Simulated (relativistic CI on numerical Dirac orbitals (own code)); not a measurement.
Inner-shell lines of Pr XLVII

These numbers are calculated, not measured: Dirac-Coulomb-Breit CI, separate exchange-only KLI orbitals for each configuration, a model potential for QED, unscaled Slater integrals (own radial code, finite nucleus).

CI space (outside the closed core 1s2 2s2): 2p6 3s2 3p, 2p5 3s2 3p 3d, 2p5 3s2 3p 4s, 2p5 3s2 3p 4d, 2p5 3s 3p2 4s, 2p6 3s 3p2. Levels of other configurations are missing.

The table holds the strongest lines. The upper levels have an inner-shell vacancy. Auger decay, open to those above the ionisation limit, is not computed, and radiative decays to configurations outside the model are missing too. Absolute energies can be off by a few tenths of a per cent, so close lines can change order. LS names give the leading component, which can be well under half, for lower levels too. Brackets number the levels in order of energy.

```tsv
λ (Å)	Upper	Lower	A (s⁻¹)	gA (s⁻¹)
2.28409	2p5 3s2 3p 3d 2D_5/2 [39]	2p6 3s2 3p 2P°_3/2 [3]	2.40e+13	1.44e+14
2.27705	2p5 3s2 3p 3d 2P_1/2 [43]	2p6 3s2 3p 2P°_3/2 [3]	6.56e+13	1.31e+14
2.27331	2p5 3s2 3p 3d 2D_5/2 [46]	2p6 3s2 3p 2P°_3/2 [3]	2.16e+14	1.30e+15
2.2723	2p5 3s2 3p 3d 2D_3/2 [47]	2p6 3s2 3p 2P°_3/2 [3]	6.38e+13	2.55e+14
2.26939	2p5 3s2 3p 3d 2D_3/2 [24]	2p6 3s2 3p 2P°_1/2 [1]	9.26e+14	3.71e+15
2.26899	2p5 3s2 3p 3d 2P_1/2 [25]	2p6 3s2 3p 2P°_1/2 [1]	9.87e+14	1.97e+15
2.26682	2p5 3s2 3p 3d 2D_5/2 [49]	2p6 3s2 3p 2P°_3/2 [3]	6.92e+14	4.15e+15
2.26644	2p5 3s2 3p 3d 2P_3/2 [50]	2p6 3s2 3p 2P°_3/2 [3]	8.82e+14	3.53e+15
2.26479	2p5 3s2 3p 3d 2S_1/2 [51]	2p6 3s2 3p 2P°_3/2 [3]	9.16e+14	1.83e+15
2.26057	2p5 3s2 3p 3d 2D_5/2 [52]	2p6 3s2 3p 2P°_3/2 [3]	4.13e+13	2.48e+14
2.12537	2p5 3s2 3p 3d 2D_5/2 [60]	2p6 3s2 3p 2P°_3/2 [3]	2.19e+13	1.32e+14
2.10254	2p5 3s2 3p 3d 4D_3/2 [62]	2p6 3s2 3p 2P°_3/2 [3]	3.92e+13	1.57e+14
2.0993	2p5 3s2 3p 3d 2D_3/2 [54]	2p6 3s2 3p 2P°_1/2 [1]	4.57e+14	1.83e+15
2.09665	2p5 3s2 3p 3d 2D_3/2 [66]	2p6 3s2 3p 2P°_3/2 [3]	4.86e+14	1.94e+15
2.09569	2p5 3s2 3p 3d 2D_5/2 [67]	2p6 3s2 3p 2P°_3/2 [3]	4.62e+14	2.77e+15
2.09442	2p5 3s2 3p 3d 4P_1/2 [69]	2p6 3s2 3p 2P°_3/2 [3]	6.23e+14	1.25e+15
2.09343	2p5 3s2 3p 3d 2P_1/2 [55]	2p6 3s2 3p 2P°_1/2 [1]	6.39e+14	1.28e+15
2.09257	2p5 3s2 3p 3d 4P_3/2 [70]	2p6 3s2 3p 2P°_3/2 [3]	1.15e+14	4.59e+14
2.09069	2p5 3s2 3p 3d 2D_3/2 [59]	2p6 3s2 3p 2P°_1/2 [1]	1.71e+14	6.85e+14
2.08639	2p5 3s2 3p 3d 2D_5/2 [72]	2p6 3s2 3p 2P°_3/2 [3]	1.28e+14	7.66e+14
1.76244	2p5 3s2 3p 4d 2D_5/2 [149]	2p6 3s2 3p 2P°_3/2 [3]	1.15e+14	6.91e+14
1.76181	2p5 3s2 3p 4d 2P_3/2 [153]	2p6 3s2 3p 2P°_3/2 [3]	1.71e+14	6.86e+14
1.76178	2p5 3s2 3p 4d 2D_3/2 [104]	2p6 3s2 3p 2P°_1/2 [1]	3.59e+14	1.44e+15
1.76162	2p5 3s2 3p 4d 2P_1/2 [105]	2p6 3s2 3p 2P°_1/2 [1]	3.52e+14	7.04e+14
1.76067	2p5 3s2 3p 4d 2S_1/2 [154]	2p6 3s2 3p 2P°_3/2 [3]	3.66e+14	7.33e+14
1.76064	2p5 3s2 3p 4d 2P_3/2 [155]	2p6 3s2 3p 2P°_3/2 [3]	1.80e+14	7.22e+14
1.76042	2p5 3s2 3p 4d 2D_5/2 [156]	2p6 3s2 3p 2P°_3/2 [3]	1.85e+14	1.11e+15
1.75162	2p5 3s2 3p 4d 2D_5/2 [160]	2p6 3s2 3p 2P°_3/2 [3]	6.05e+13	3.63e+14
1.65107	2p5 3s2 3p 4d 2D_3/2 [189]	2p6 3s2 3p 2P°_1/2 [1]	1.21e+14	4.84e+14
1.65027	2p5 3s2 3p 4d 2P_1/2 [190]	2p6 3s2 3p 2P°_1/2 [1]	2.12e+14	4.24e+14
1.64954	2p5 3s2 3p 4d 2D_3/2 [215]	2p6 3s2 3p 2P°_3/2 [3]	1.81e+14	7.24e+14
1.64947	2p5 3s2 3p 4d 2D_5/2 [216]	2p6 3s2 3p 2P°_3/2 [3]	1.76e+14	1.05e+15
1.64875	2p5 3s2 3p 4d 4P_1/2 [217]	2p6 3s2 3p 2P°_3/2 [3]	2.06e+14	4.11e+14
1.64817	2p5 3s2 3p 4d 2D_5/2 [220]	2p6 3s2 3p 2P°_3/2 [3]	3.25e+13	1.95e+14
1.64389	2p5 3s2 3p 4d 2D_3/2 [194]	2p6 3s2 3p 2P°_1/2 [1]	9.17e+13	3.67e+14
```
